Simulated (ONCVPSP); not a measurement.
**PBE ONCV dataset for W (Z = 74), scalar-relativistic all-electron reference.**

W, optimised norm-conserving Vanderbilt (ONCV), made with ONCVPSP 4.0.1 (PBE, scalar-relativistic). Core [Kr] 4d10 4f14, reference 5s2 5p6 5d4 6s2. Waves: 5s+6s: rc 1.55 bohr, ncon 4, nbas 7, qcut 6.6 1/bohr, 2 projectors; 5p: rc 1.40 bohr, ncon 4, nbas 7, qcut 4.7 1/bohr, 2 projectors, debl 0.5 Ha; 5d: rc 1.90 bohr, ncon 4, nbas 8, qcut 5 1/bohr, 2 projectors, debl 3 Ha; f scattering state at 0.43 Ha: rc 1.90 bohr, ncon 4, nbas 9, qcut 6.8 1/bohr, 1 projector. Local part: polynomial inside 1.10 bohr (lpopt 3, dvloc0 3 Ha). Core correction: Teter function, fcfact 4.75, rcfact 1.45.

In the p channel the program set the typed energies aside and used -1.588, 0.250 Ha.

- Cutoffs needed: 65 Ha and 78 Ha (the cutoffs (Ha) at which the residual kinetic energy of the hardest occupied pseudo-wave falls to 1 and 0.1 mHa per electron)
- Ghost test: no bound ghost flagged; GHOST(+) flagged for s at 247.5 eV
- Largest excitation error: -14 meV (all-electron minus pseudo) for 5s2 5p6 5d3 6s0, out of 4 test configurations
- rms error of d²Exc/dni dnj: 6.13 mHa without and 1.12 mHa with the model core
